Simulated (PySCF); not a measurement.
# KF: calculation against experiment

**Measured values to compare with.**

From Liu, Meijer, Perez-Rios, Phys. Chem. Chem. Phys. 22 (2020) 24191, for the gas: dipole moment 8.59255 D.

How close the calculation comes is told at the end.

Compound: KF.
Numbering: `[F:1][K:2]`

Geometry (PBE0-D3(BJ)/def2-SVP, Å), atoms numbered from 1 in this order:
```
atom  x, y, z in Å
F1     1.0707   -0.0065    0.0016
K2    -1.0680    0.0078   -0.0157
```

The PySCF runs (gas phase, on this PBE0-D3(BJ)/def2-SVP geometry; no spin–orbit coupling):

| level | job | basis functions | wall time |
| --- | --- | --- | --- |
| PBE0-D3(BJ)/def2-SVP, grid level 1 | geometry optimisation from a GFN2-xTB start | 38 | 1.7 s |

Hardware: Arm Neoverse V1, one thread (shared host).

**Comparison with experiment**

**Dipole moment.** Measured: 8.59255 D (Liu, Meijer, Perez-Rios, Phys. Chem. Chem. Phys. 22 (2020) 24191).

| level | computed (D) | computed − measured (D) | % (from the printed values) |
| --- | --- | --- | --- |
| PBE0-D3(BJ)/def2-SVP | 7.783 | -0.810 | -9 |

The computed dipoles belong to one fixed geometry; measured ones are averaged over vibrations unless marked μe. Magnitudes are compared, not signs.

The geometry is computed, not the measured one. Where a level misses, the cause wasn't examined.
